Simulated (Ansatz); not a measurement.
`C=NB(F)[SiH3]` and `CNB(F)[SiH3]` differ in one atom or group.

Ansatz, PBE0-D4/def2-TZVP geometries, multiplicity 1. Each molecule was computed in one conformer, which needn't be the lowest.

```csv
property,`C=NB(F)[SiH3]`
size of the dipole moment (PBE/def2-TZVPP) / D,2.95
size of the dipole moment (B3LYP/def2-TZVPP) / D,3.07
HOMO–LUMO gap (PBE0/def2-TZVPP) / eV,6.42
HOMO–LUMO gap (ωB97M-V/def2-TZVPP) / eV,10.90
HOMO–LUMO gap (B3LYP/def2-TZVPP) / eV,5.97
HOMO energy (PBE/def2-TZVPP) / eV,-6.60
```

Question: Give the same properties after the change, and the shifts. (An estimate is asked.)

Answer: Computed: 
| property | `CNB(F)[SiH3]` | shift |
| --- | --- | --- |
| size of the dipole moment (PBE/def2-TZVPP) / D | 2.78 | -0.17 |
| size of the dipole moment (B3LYP/def2-TZVPP) / D | 2.77 | -0.30 |
| HOMO–LUMO gap (PBE0/def2-TZVPP) / eV | 7.75 | 1.33 |
| HOMO–LUMO gap (ωB97M-V/def2-TZVPP) / eV | 11.96 | 1.06 |
| HOMO–LUMO gap (B3LYP/def2-TZVPP) / eV | 7.33 | 1.36 |
| HOMO energy (PBE/def2-TZVPP) / eV | -6.59 | 0.01 |

Dipoles are sizes alone; their direction can turn.

B3LYP here is the variant with VWN-RPA as its local correlation; programs differ in this.
